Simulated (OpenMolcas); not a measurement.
**S²⁺: Slater's ratio, worked from levels**

```json
{
  "Program": "OpenMolcas 26.06",
  "Basis": "ANO-L-VQZP [6s5p3d2f]",
  "Scalar Hamiltonian": "non-relativistic, point nucleus",
  "Active space": "4 electrons in 9 orbitals (RAS2 3s 3p; RAS3 3d, at most 2 electrons)",
  "State averaging": "2S+1 = 3 even, 6 roots; 2S+1 = 1 even, 12 roots; 2S+1 = 5 odd, 1 root; 2S+1 = 3 odd, 8 roots; 2S+1 = 1 odd, 8 roots",
  "Spin-orbit coupling": "RASSI with atomic mean-field integrals over the reference wave functions, term energies averaged over their components"
}
```

Methods: RASSCF; MS-RASPT2, IPEA 0.25 Eh, imaginary shift 0.1 Eh (closed shells correlated: 2s 2p). Measured levels: NIST levels in Podobedova, Kelleher and Wiese, J. Phys. Chem. Ref. Data 38, 171 (2009).

**Slater's ratio.** With one set of orbitals, p2 has ¹D - ³P = 6 F2 and ¹S - ¹D = 9 F2 (F2 = F²/25), a ratio of 3/2. Term energies are centres of gravity, weighted by 2J + 1.

| Source | ¹D - ³P | ¹S - ³P | F2 from the first | Ratio |
| --- | --- | --- | --- | --- |
| RASSCF | 12982 | 29843 | 2164 | 1.299 |
| MS-RASPT2 | 11139 | 27039 | 1856 | 1.427 |
| measured | 10760 | 26599 | 1793 | 1.472 |

Energies in cm-1. A ratio away from 3/2 shows effects beyond one configuration with one set of orbitals, and in heavier atoms second-order spin-orbit shifts.

CASPT2 does not keep the components of a term degenerate, so their means are used; among the terms shown or strongly mixed into the levels shown the widest spread is 18 cm-1 (3s² 3p² ¹D, MS-RASPT2). The run also gave levels led by 3s 3p² 3d, 3s² 3p 3d, which use shells meant for correlation; these and all levels above them are left out. Computed and measured levels are paired by configuration, term and J; levels that our copy of the source lacks, or whose pairing is in doubt (as where it misses far off the trend of its configuration), stay unpaired and out of the deviations. Only configurations of the active space appear.
